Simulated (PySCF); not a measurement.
# Dipole response of Ne²⁺ (neon, charge +2)

[He] 2s2 2p4, high-spin 3P determinant. All numbers are calculated (PySCF 2.14, scalar relativity by spin-free X2C-1e, in x2c-TZVPPall with one added diffuse shell each of s, p, d type (6s4p3d1f, 40 functions)). Coupled (time-dependent) response in atomic units; α is the mean over directions.

```csv
method,mean α (bohr³),"α xx, yy, zz",C₆ (like pair),S(−4)
UHF,0.8224,"0.8944, 0.6783, 0.8944",1.019,0.3554
PBE,0.8668,"0.9300, 0.7402, 0.9300",1.097,0.3901
PBE0,0.8506,"0.9160, 0.7198, 0.9160",1.070,0.3754
HSE06,0.8508,"0.9164, 0.7197, 0.9164",1.070,0.3758
r2SCANh,0.8552,"0.9282, 0.7092, 0.9282",1.085,0.3905
```

S(−4) is the Cauchy moment in α(ω) = α(0) + S(−4) ω² + …

α(iu) at UHF:

| u (hartree) | α(iu) (bohr³) |
| --- | --- |
| 0 | 0.8224 |
| 0.0500 | 0.8215 |
| 0.100 | 0.8189 |
| 0.200 | 0.8086 |
| 0.300 | 0.7927 |
| 0.500 | 0.7486 |
| 0.750 | 0.6834 |
| 1.00 | 0.6179 |
| 1.50 | 0.5021 |
| 2.00 | 0.4099 |
| 3.00 | 0.2812 |
| 5.00 | 0.1495 |

A single London oscillator, α(iu) = α/(1 + u²/ω²), gives C₆ = (3/4) ω α². Matching the computed C₆ needs ω = 4 × 1.019 / (3 × 0.8224²) = 2.01 hartree.

For an ion, C₆ is the dispersion term alone; charge-induced terms of lower order in 1/R come first.

The components differ because the open shell of this determinant is not spherical; for a pure term their mean is the scalar polarisability.
